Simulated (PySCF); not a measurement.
This script is equivalent to a calculation on Ar³⁺ (argon, charge +3).

```python
from pyscf import gto, scf, dft, mp, cc
import basis_set_exchange as bse
mol = gto.M(atom="Ar 0 0 0", charge=3, spin=3, symmetry="D2h",
            basis=gto.basis.parse(bse.get_basis("aug-cc-pV(T+d)Z", elements=["Ar"], fmt="nwchem")))
mf = scf.UHF(mol)
mf.irrep_nelec = {'Ag': (3, 3), 'B1u': (2, 1), 'B2u': (2, 1), 'B3u': (2, 1)}
mf.kernel()
```

Q: What total energy does it give?

A: -523.86109 hartree (calculated).

Q: Which occupied shell lies highest, and where?

A: 3p α, at -59.212 eV.

Q: What is ⟨S²⟩, and what would a pure spin state give?

A: 3.751, against 3.75.
